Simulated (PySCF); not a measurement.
Polarisability and C₆ of Te³⁶⁺ (tellurium, charge +36)

[Ne] 3s2 3p4, high-spin 3P determinant. Computed with PySCF 2.14 in an uncontracted even-tempered set (16 s from 5.6 bohr⁻², ratio 2.5; 10 p from 7.3 bohr⁻², ratio 2.5; 5 d from 33 bohr⁻², ratio 2.7; 4 f from 50 bohr⁻², ratio 2.7), with no relativity, point nucleus. Coupled (time-dependent) response in atomic units; α is the mean over directions.

| method | mean α (bohr³) | α xx, yy, zz | C₆ (like pair) | S(−4) |
| --- | --- | --- | --- | --- |
| UHF | 0.01329 | 0.01711, 0.005640, 0.01711 | 0.0009585 | 0.0005616 |
| PBE0 | 0.01312 | 0.01682, 0.005730, 0.01682 | 0.0009365 | 0.0005767 |

S(−4) is the Cauchy moment in α(ω) = α(0) + S(−4) ω² + …

Spin-orbit coupling is absent.

α(iu) at PBE0:

```tsv
u (hartree)	α(iu) (bohr³)
0	0.01312
0.700	0.01285
1.40	0.01213
2.80	0.01016
4.20	0.008398
5.60	0.007066
7.00	0.006066
10.5	0.004402
14.0	0.003388
21.0	0.002273
35.0	0.001388
```

For an ion, C₆ is the dispersion term alone; charge-induced terms of lower order in 1/R come first.

The components differ because the open shell of this determinant is not spherical; for a pure term their mean is the scalar polarisability.

A non-relativistic calculation at this Z misses sizeable relativistic shifts. Spin-orbit coupling is strong in this species (close to jj coupling), so the high-spin LS determinant is a model state, not a physical level.
